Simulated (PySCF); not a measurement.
C4H2ClFSi, SMILES C#C[Si](F)(Cl)C#C. Atoms are numbered in the order given.

```xyz
9

C      0.5294     1.5158    -2.5007
C      0.2051     0.9065    -1.5031
Si    -0.2687     0.0026     0.0000
F     -1.8699    -0.2076     0.0000
Cl     0.5966    -1.8440     0.0000
C      0.2051     0.9065     1.5031
C      0.5294     1.5158     2.5007
H      0.8167     2.0561    -3.3880
H      0.8167     2.0561     3.3880
```
Charge 0, spin multiplicity 1.

Coordinates come from a ωB97X-D3(BJ)/def2-SVP optimisation. This is a generated structure with no PubChem entry under its InChIKey; it may be hypothetical.

Method: SMD-ωB97X/6-31G* in PySCF.

Solvation free energies are E(SMD) − E(gas) at the gas-phase geometry, for 1 M in both phases. In vacuum the dipole moment is 2.87 D.

Computed solvation free energies in water, dichloromethane, N,N-dimethylformamide:
```tsv
solvent	ΔG(solv) (kcal/mol)	its non-electrostatic (CDS) part	dipole (D)
water	0.4	7.5	3.66
dichloromethane	-4.6	1.4	3.54
N,N-dimethylformamide	-2.9	3.9	3.64
```
